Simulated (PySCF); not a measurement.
Isomers of C5H11NO. Theory: PySCF 2.14.0, density-fitted response routines, TDDFT wB97X-D/def2-SVPD, vertical, gas phase, core orbitals frozen in the response. Geometries: GFN2-xTB; one conformer of each isolated species. Triplets are in the Tamm–Dancoff approximation.

A. `C(C)C(N(C)C)=O`
B. `CC(C)(C)C(N)=O`
C. `CCCNC(C)=O`

Lowest singlet levels (six at most, fewer where fewer were computed) with oscillator strengths:

1. 210 nm (f 0.001); 177 nm (f 0.005); 169 nm (f 0.103); 167 nm (f 0.131); 152 nm (f 0.020); 151 nm (f 0.013); T1 5.44 eV
2. 210 nm (f 0.000); 187 nm (f 0.024); 174 nm (f 0.236); 171 nm (f 0.023); 159 nm (f 0.003); 157 nm (f 0.000); T1 5.32 eV
3. 216 nm (f 0.001); 170 nm (f 0.012); 167 nm (f 0.013); 160 nm (f 0.154); 148 nm (f 0.038); 146 nm (f 0.115); T1 5.29 eV

**Question.** Match each spectrum to its molecule.

**Answer.** 1 = C, 2 = A, 3 = B.
- A: S1 at 5.91 eV, HOMO-1→LUMO+1 (89%); S1 has the pattern of n→π* at C=O; HOMO -8.75 and LUMO 2.05 eV.
- B: S1 at 5.75 eV, HOMO→LUMO+1 (95%); S1 has the pattern of n→π* at C=O; HOMO -9.16 and LUMO 2.06 eV; point group Cs.
- C: S1 at 5.89 eV, HOMO-1→LUMO+1 (52%), HOMO→LUMO+1 (18%), HOMO-1→LUMO+2 (11%); Löwdin shares by element: HOMO oxygen 35%, nitrogen 34%, carbon 15% or more (atoms not listed hold the other 16%); LUMO hydrogen 22% or more, carbon 22% or more (atoms not listed hold the other 55%); HOMO -9.21 and LUMO 2.08 eV.
A and C have S1 within 0.03 eV of each other; their strongest listed levels stand at 7.13 eV (f 0.236) and 7.41 eV (f 0.131).
B and C have S1 within 0.15 eV of each other; their strongest listed levels stand at 7.76 eV (f 0.154) and 7.41 eV (f 0.131).
